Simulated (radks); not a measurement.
Ionisation of the tellurium ion Te2+, [Kr] 4d10 5s2 5p2, to [Kr] 4d10 5s2 5p1 as the strength of local exchange is varied. Method: Dirac Kohn-Sham, Slater X-alpha exchange (alpha = 2/3 is LDA exchange), no correlation, spin-unpolarised, spherical densities, finite nucleus; open shells are shared between the two j in proportion to 2j + 1; Fermi nuclear charge, rms radius 4.7423 fm; computed with a radial shooting solver on a logarithmic mesh with Libxc functionals.

alpha  E(Te2+) (hartree)  exchange (hartree)  IE (eV)  -e of the level emptied (eV)  <r> of it (bohr)
0.583        -6764.37665          -143.71211   24.978                20.048 (5p3/2)             2.422
0.667        -6785.11295          -164.89367   25.971                20.983 (5p3/2)             2.382
0.712        -6796.24629          -176.29007   26.511                21.493 (5p3/2)             2.361
0.929        -6850.17465          -231.72670   29.191                24.034 (5p3/2)             2.266
0.972        -6860.90825          -242.80629   29.737                24.554 (5p3/2)             2.249
1.015        -6871.65751          -253.91709   30.288                25.080 (5p3/2)             2.231

NIST Atomic Spectra Database: 27.84 eV (measured). The Delta-SCF value meets it near alpha = 0.82. Spin polarisation and multiplet splitting are left out, so open shells lie too high by an amount that depends on their filling. Sharing an open shell by 2j + 1 raises it above the true ground level by a part of the spin-orbit splitting, which enters the differences from NIST.

Beside tabulated values, note that spin-unpolarised runs miss the spin-polarisation part of the exchange energy of open shells.
